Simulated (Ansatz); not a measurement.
```xyz
3

S     0.0000    0.0000   -0.0957
H     0.0000    0.8938    0.7656
H     0.0000   -0.8938    0.7656
```

Basis set: 6-31G* (spherical functions). Left uncorrelated: 5 orbitals. Charge 0, multiplicity 1.

Computed with Ansatz (development build ahead of 0.2.0); each method stands on the lowest determinant of its kind that the runs found. Restricted open shells among the atoms or ions are ROHF, correlated in semicanonical orbitals with singles.

Q: Give the atomization energy at this shape (free ground-state atoms in the same class of orbitals less the molecule, no zero-point energy) of singlet H₂S by RHF-MP2, RHF.

A:

| method | atomization energy |
| --- | --- |
| RHF-MP2 | 141.60 kcal/mol |
| RHF | 118.23 kcal/mol |

Caution: the shape is not the minimum.
